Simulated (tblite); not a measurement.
Record of a relaxation.

Compound: C3H3BCl2O2.
SMILES with atom numbers: `[O:1]=[C:2]1[CH2:3][O:4][C@@H:5]1[B:6]([Cl:7])[Cl:8]` (hydrogens: H9, H10 on C3; H11 on C5)

Computed with GFN2-xTB (tblite), gas phase: L-BFGS steps from a force-field or distance-geometry start until the largest atomic force falls under 0.01 eV/Å. 14 of its 77 geometries are shown.

Step 0: E = -718.4563 eV, largest atomic force 4.090 eV/Å
```
atom  x, y, z in Å  |  force x, y, z in eV/Å
O1     -0.326   -2.207   -0.011   -0.625   1.682  -0.259
C2     -0.496   -1.007    0.055    1.374  -2.841   0.439
C3     -1.320    0.097   -0.393   -3.476   0.052  -2.154
O4     -0.874    0.956    0.578    0.432   1.202   0.427
C5      0.215    0.083    0.791    1.891   0.187   1.705
B6      1.526    0.463   -0.029    1.350   0.336  -0.882
Cl7     2.563   -0.936   -0.633   -0.902   1.692   0.627
Cl8     1.817    2.213   -0.519   -0.206  -2.021   0.458
H9     -1.052    0.429   -1.415   -0.116  -0.106   0.125
H10    -2.417   -0.021   -0.322    0.069  -0.062  -0.314
H11     0.368   -0.067    1.873    0.209  -0.121  -0.171
```

Step 6: E = -719.0814 eV, largest atomic force 0.399 eV/Å
```
atom  x, y, z in Å  |  force x, y, z in eV/Å
O1     -0.360   -2.182   -0.041   -0.004  -0.384  -0.109
C2     -0.470   -1.007    0.075   -0.143   0.169   0.037
C3     -1.387    0.085   -0.416   -0.125   0.130  -0.087
O4     -0.834    0.980    0.549   -0.052   0.153   0.050
C5      0.269    0.088    0.820   -0.096   0.001   0.095
B6      1.572    0.469   -0.025    0.137  -0.002   0.037
Cl7     2.543   -0.809   -0.603    0.282  -0.030  -0.003
Cl8     1.825    2.078   -0.503    0.079   0.100  -0.030
H9     -1.095    0.411   -1.423   -0.175  -0.116  -0.065
H10    -2.470   -0.033   -0.351    0.057  -0.012   0.070
H11     0.412   -0.077    1.891    0.039  -0.009   0.003
```

Step 12: E = -719.1205 eV, largest atomic force 0.261 eV/Å
```
atom  x, y, z in Å  |  force x, y, z in eV/Å
O1     -0.395   -2.183   -0.081   -0.021  -0.068   0.035
C2     -0.505   -1.009    0.075    0.143   0.162  -0.143
C3     -1.415    0.096   -0.414   -0.099  -0.121  -0.001
O4     -0.829    0.995    0.531    0.160  -0.018  -0.123
C5      0.263    0.082    0.814    0.110  -0.056  -0.119
B6      1.618    0.461   -0.011   -0.205  -0.044   0.046
Cl7     2.661   -0.776   -0.570    0.009   0.020   0.161
Cl8     1.861    2.075   -0.498    0.008   0.005   0.055
H9     -1.183    0.368   -1.458   -0.051   0.017   0.222
H10    -2.494   -0.031   -0.306    0.039   0.058   0.107
H11     0.422   -0.076    1.892   -0.093   0.045  -0.240
```

Step 18: E = -719.1917 eV, largest atomic force 0.215 eV/Å
```
atom  x, y, z in Å  |  force x, y, z in eV/Å
O1     -0.468   -2.201   -0.146    0.086   0.197   0.004
C2     -0.535   -1.020    0.002   -0.112  -0.064   0.159
C3     -1.490    0.084   -0.382    0.034  -0.006  -0.063
O4     -0.755    1.019    0.406   -0.051  -0.089  -0.088
C5      0.293    0.063    0.687    0.021   0.017  -0.051
B6      1.690    0.445   -0.010    0.154   0.081   0.028
Cl7     2.909   -0.704   -0.362   -0.148  -0.069   0.113
Cl8     1.933    2.077   -0.440   -0.014   0.056  -0.045
H9     -1.406    0.308   -1.448   -0.110   0.086  -0.137
H10    -2.541    0.002   -0.102    0.028  -0.039   0.065
H11     0.377   -0.070    1.770    0.112  -0.169   0.015
```

Step 23: E = -719.2156 eV, largest atomic force 0.227 eV/Å
```
atom  x, y, z in Å  |  force x, y, z in eV/Å
O1     -0.473   -2.194   -0.167   -0.007  -0.101  -0.003
C2     -0.552   -1.017   -0.019    0.109   0.018  -0.198
C3     -1.522    0.079   -0.384    0.054   0.066   0.019
O4     -0.727    1.025    0.330   -0.037   0.091   0.106
C5      0.308    0.060    0.623   -0.043   0.069   0.041
B6      1.735    0.459    0.004   -0.038   0.012  -0.030
Cl7     2.965   -0.698   -0.232   -0.023  -0.029   0.048
Cl8     1.962    2.094   -0.429    0.053  -0.041  -0.039
H9     -1.538    0.303   -1.456   -0.085  -0.053   0.013
H10    -2.541    0.005    0.001    0.015  -0.046  -0.006
H11     0.390   -0.113    1.704    0.000   0.014   0.049
```

Step 29: E = -719.2277 eV, largest atomic force 0.175 eV/Å
```
atom  x, y, z in Å  |  force x, y, z in eV/Å
O1     -0.462   -2.188   -0.188    0.027   0.025  -0.075
C2     -0.537   -1.008   -0.055    0.046   0.151   0.031
C3     -1.523    0.086   -0.384   -0.140  -0.095  -0.043
O4     -0.735    1.036    0.334    0.008  -0.058  -0.090
C5      0.309    0.075    0.609    0.011  -0.038   0.064
B6      1.741    0.469    0.003   -0.067  -0.045   0.058
Cl7     2.961   -0.712   -0.162    0.025  -0.032   0.012
Cl8     1.997    2.088   -0.452    0.050   0.029  -0.075
H9     -1.608    0.306   -1.456    0.061   0.064   0.113
H10    -2.525   -0.025    0.038   -0.019  -0.036   0.014
H11     0.387   -0.125    1.688   -0.002   0.035  -0.009
```

Step 35: E = -719.2438 eV, largest atomic force 0.110 eV/Å
```
atom  x, y, z in Å  |  force x, y, z in eV/Å
O1     -0.408   -2.151   -0.287    0.085   0.028  -0.064
C2     -0.515   -0.979   -0.108   -0.006  -0.033   0.047
C3     -1.555    0.079   -0.369    0.031   0.009   0.025
O4     -0.759    1.047    0.315    0.017  -0.006   0.081
C5      0.302    0.106    0.588    0.026  -0.016  -0.024
B6      1.754    0.474    0.017   -0.003   0.009   0.028
Cl7     2.961   -0.736   -0.014   -0.004  -0.032   0.018
Cl8     2.093    2.050   -0.537   -0.066  -0.031  -0.025
H9     -1.718    0.347   -1.414   -0.026  -0.036  -0.066
H10    -2.513   -0.118    0.119   -0.035   0.083   0.010
H11     0.363   -0.117    1.665   -0.020   0.026  -0.030
```

Step 41: E = -719.2525 eV, largest atomic force 0.098 eV/Å
```
atom  x, y, z in Å  |  force x, y, z in eV/Å
O1     -0.336   -2.122   -0.354   -0.006   0.018  -0.020
C2     -0.496   -0.968   -0.112   -0.041  -0.025  -0.047
C3     -1.557    0.077   -0.358    0.047   0.026   0.034
O4     -0.776    1.046    0.348   -0.041   0.038  -0.058
C5      0.297    0.117    0.607   -0.034   0.035   0.011
B6      1.746    0.471    0.031    0.021  -0.014  -0.070
Cl7     2.927   -0.768    0.016    0.018   0.020   0.033
Cl8     2.087    2.016   -0.598   -0.038  -0.020  -0.001
H9     -1.719    0.351   -1.405    0.038  -0.028   0.029
H10    -2.523   -0.116    0.119    0.030   0.012   0.014
H11     0.356   -0.101    1.680    0.007  -0.061   0.076
```

Step 47: E = -719.2560 eV, largest atomic force 0.074 eV/Å
```
atom  x, y, z in Å  |  force x, y, z in eV/Å
O1     -0.321   -2.106   -0.404   -0.023  -0.022   0.011
C2     -0.497   -0.963   -0.124    0.014   0.072  -0.007
C3     -1.562    0.080   -0.347   -0.023   0.003  -0.030
O4     -0.772    1.054    0.335    0.047  -0.038   0.027
C5      0.295    0.120    0.603    0.013  -0.054   0.013
B6      1.749    0.463    0.029   -0.014   0.006   0.029
Cl7     2.944   -0.761    0.074    0.004   0.015   0.013
Cl8     2.080    1.997   -0.627   -0.015   0.004  -0.038
H9     -1.742    0.339   -1.395   -0.004   0.010   0.024
H10    -2.516   -0.108    0.154    0.017  -0.006  -0.019
H11     0.347   -0.112    1.677   -0.013   0.009  -0.024
```

Step 53: E = -719.2589 eV, largest atomic force 0.072 eV/Å
```
atom  x, y, z in Å  |  force x, y, z in eV/Å
O1     -0.327   -2.093   -0.457    0.007  -0.013   0.003
C2     -0.496   -0.955   -0.155    0.029  -0.042   0.050
C3     -1.565    0.089   -0.341    0.021  -0.021   0.002
O4     -0.756    1.056    0.330   -0.035   0.019   0.010
C5      0.301    0.110    0.595   -0.012   0.051   0.006
B6      1.759    0.464    0.045   -0.025  -0.028  -0.028
Cl7     2.971   -0.735    0.168    0.051   0.002   0.016
Cl8     2.068    1.965   -0.693   -0.012  -0.005  -0.011
H9     -1.785    0.350   -1.378   -0.006   0.066  -0.027
H10    -2.496   -0.117    0.193   -0.033   0.011  -0.009
H11     0.330   -0.132    1.667    0.015  -0.040  -0.012
```

Step 58: E = -719.2637 eV, largest atomic force 0.150 eV/Å
```
atom  x, y, z in Å  |  force x, y, z in eV/Å
O1     -0.337   -2.094   -0.476    0.059   0.012   0.058
C2     -0.492   -0.959   -0.154   -0.100   0.074  -0.083
C3     -1.549    0.099   -0.344   -0.057   0.086   0.015
O4     -0.750    1.047    0.363    0.027  -0.011   0.031
C5      0.303    0.095    0.620   -0.008  -0.086  -0.031
B6      1.752    0.452    0.049    0.005   0.020  -0.036
Cl7     3.014   -0.692    0.215   -0.021   0.031   0.023
Cl8     1.994    1.922   -0.779    0.010  -0.037   0.007
H9     -1.760    0.403   -1.373    0.070  -0.033  -0.013
H10    -2.495   -0.098    0.169   -0.031  -0.053   0.016
H11     0.325   -0.172    1.684    0.046  -0.004   0.010
```

Step 64: E = -719.2705 eV, largest atomic force 0.079 eV/Å
```
atom  x, y, z in Å  |  force x, y, z in eV/Å
O1     -0.331   -2.076   -0.507   -0.058   0.000  -0.023
C2     -0.497   -0.948   -0.169    0.051   0.035   0.049
C3     -1.539    0.128   -0.338   -0.018  -0.045  -0.026
O4     -0.749    1.034    0.432   -0.014  -0.034   0.021
C5      0.301    0.069    0.650   -0.009   0.011   0.014
B6      1.737    0.437    0.048   -0.056   0.027  -0.005
Cl7     3.051   -0.624    0.298    0.007  -0.002   0.025
Cl8     1.897    1.834   -0.915    0.033   0.000  -0.006
H9     -1.700    0.472   -1.365    0.010  -0.020   0.045
H10    -2.502   -0.094    0.133    0.011   0.030  -0.029
H11     0.337   -0.229    1.707    0.042  -0.002  -0.064
```

Step 70: E = -719.2738 eV, largest atomic force 0.065 eV/Å
```
atom  x, y, z in Å  |  force x, y, z in eV/Å
O1     -0.348   -2.068   -0.534   -0.010   0.035   0.001
C2     -0.499   -0.942   -0.178    0.009  -0.064  -0.001
C3     -1.536    0.138   -0.331    0.009  -0.025   0.009
O4     -0.756    1.018    0.480   -0.016   0.010   0.020
C5      0.303    0.056    0.659   -0.002   0.012  -0.011
B6      1.727    0.441    0.045    0.022  -0.058  -0.001
Cl7     3.073   -0.565    0.377   -0.026   0.035   0.004
Cl8     1.859    1.772   -1.006    0.020   0.034  -0.013
H9     -1.671    0.512   -1.349    0.008   0.006  -0.030
H10    -2.511   -0.090    0.106   -0.017   0.019   0.021
H11     0.365   -0.270    1.704    0.001  -0.004   0.002
```

Step 76: E = -719.2746 eV, largest atomic force 0.003 eV/Å
```
atom  x, y, z in Å  |  force x, y, z in eV/Å
O1     -0.360   -2.073   -0.537    0.001  -0.003   0.000
C2     -0.505   -0.948   -0.179    0.000   0.001  -0.001
C3     -1.541    0.136   -0.327    0.001   0.000   0.000
O4     -0.755    1.015    0.478   -0.002   0.000   0.000
C5      0.304    0.052    0.650    0.000   0.001   0.000
B6      1.731    0.440    0.040    0.000   0.001   0.001
Cl7     3.080   -0.549    0.394    0.000   0.002  -0.001
Cl8     1.871    1.778   -1.006    0.001  -0.002   0.000
H9     -1.675    0.506   -1.347    0.000   0.000   0.000
H10    -2.518   -0.081    0.115    0.001   0.002   0.001
H11     0.372   -0.274    1.695   -0.001  -0.001   0.000
```

Q: Summarise the path.

A: The energy falls by 78.96 kJ/mol from step 0 to step 76; nine tenths of that is first reached at step 19. It never rises by more than 0.2 meV. The largest force goes from 4.090 to 0.003 eV/Å. Among the bonds B6–Cl8 changes most, from 1.840 to 1.704 Å; the atoms move by 0.530 Å rms after alignment.

Q: Follow the three bonds and two angles with the largest change from start to end.

A: 
```
step  E above end (kJ/mol)  largest force (eV/Å)  B6–Cl8 (Å)  B6–Cl7 (Å)  C3–O4 (Å)  O1–C2–C3 (°)  C2–C5–B6 (°)
   0                 78.96                 4.090       1.840       1.844      1.370         144.7         108.2
   3                 25.11                 1.045       1.722       1.733      1.435         139.2         107.3
   7                 18.05                 0.244       1.700       1.708      1.430         137.9         108.2
  10                 16.29                 0.243       1.704       1.712      1.431         137.9         108.9
  13                 13.94                 0.295       1.703       1.713      1.430         136.6         110.5
  17                  8.89                 0.320       1.706       1.715      1.430         136.1         115.0
  20                  6.89                 0.219       1.703       1.705      1.424         137.6         119.1
  23                  5.69                 0.227       1.706       1.706      1.428         137.1         121.1
  26                  5.06                 0.103       1.705       1.709      1.430         137.0         120.2
  30                  4.21                 0.168       1.701       1.706      1.428         137.2         120.6
  33                  3.28                 0.148       1.706       1.709      1.430         136.4         119.7
  36                  2.84                 0.106       1.702       1.710      1.427         136.9         118.8
  40                  2.23                 0.096       1.703       1.713      1.430         137.2         117.5
  43                  1.95                 0.069       1.702       1.711      1.430         137.3         117.1
  46                  1.85                 0.061       1.701       1.711      1.428         137.4         117.0
  50                  1.68                 0.052       1.702       1.711      1.429         136.9         116.9
  53                  1.52                 0.072       1.702       1.709      1.428         137.1         117.5
  56                  1.29                 0.099       1.703       1.709      1.427         136.9         117.5
  59                  0.88                 0.156       1.705       1.711      1.429         136.7         115.5
  63                  0.49                 0.088       1.704       1.709      1.428         137.9         115.0
  66                  0.23                 0.071       1.703       1.708      1.428         137.3         114.2
  69                  0.14                 0.089       1.702       1.711      1.429         137.2         114.1
  73                  0.00                 0.035       1.703       1.710      1.428         137.3         115.0
  76                  0.00                 0.003       1.704       1.710      1.428         137.3         115.1
```
